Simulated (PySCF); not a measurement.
Geometry:
```
atom   x (Å)   y (Å)   z (Å)
  C1   3.107  -0.128  -1.287
  N2   1.919  -0.528  -1.140
  C3   1.138   0.014  -0.056
  C4   0.563  -1.110   0.834
  C5  -0.941  -1.100   0.554
  N6  -1.203   0.286   0.228
 Si7  -2.750   1.059   0.331
  C8  -0.116   0.727  -0.616
  H9   3.583   0.623  -0.622
 H10   3.719  -0.527  -2.108
 H11   1.734   0.719   0.557
 H12   1.036  -2.074   0.601
 H13   0.754  -0.878   1.891
 H14  -1.173  -1.779  -0.292
 H15  -1.543  -1.428   1.416
 H16  -2.521   2.535   0.368
 H17  -3.692   0.779  -0.807
 H18  -3.411   0.588   1.586
 H19  -0.017   1.824  -0.605
 H20  -0.234   0.407  -1.671
```

Geometry: PBE0-D3(BJ)/def2-SVP; GIAO absolute shieldings from PySCF 2.14, gas phase, non-relativistic, averaged over equivalent atoms.

At PBE0/pcSseg-1 (203 basis functions, 32 s wall time on 1 thread of an Arm Neoverse V2, shared host):
```
      atoms  σ (ppm)
         C1     29.0
         C3    108.4
         C8    125.2
         C5    133.1
         C4    145.3
         N2   -157.5
         N6    226.8
        Si7    406.9
         H9    23.84
        H10    24.24
H16/H17/H18    26.64
        H11    28.00
        H19    28.09
        H14    28.26
        H15    28.27
        H20    28.56
        H13    29.29
        H12    29.71
```

Question: What do these become at HF/pcSseg-1?

Answer: 
| atoms | σ at HF/pcSseg-1 | change |
| --- | --- | --- |
| C1 | 36.1 | +7.1 |
| C3 | 124.4 | +16.0 |
| C8 | 138.5 | +13.3 |
| C5 | 146.5 | +13.4 |
| C4 | 155.2 | +9.9 |
| N2 | -163.1 | -5.6 |
| N6 | 248.2 | +21.4 |
| Si7 | 445.2 | +38.3 |
| H9 | 24.50 | +0.66 |
| H10 | 24.66 | +0.42 |
| H16/H17/H18 | 27.51 | +0.87 |
| H11 | 28.63 | +0.63 |
| H19 | 28.75 | +0.66 |
| H14 | 29.00 | +0.74 |
| H15 | 28.89 | +0.62 |
| H20 | 29.34 | +0.78 |
| H13 | 29.88 | +0.59 |
| H12 | 30.31 | +0.60 |

The largest change is at Si7 (silicon bonded to N, 3 H). Cost: 203 basis functions, 16 s wall time on 1 thread of an Arm Neoverse V2, shared host. The order of the carbon signals is the same at both levels.
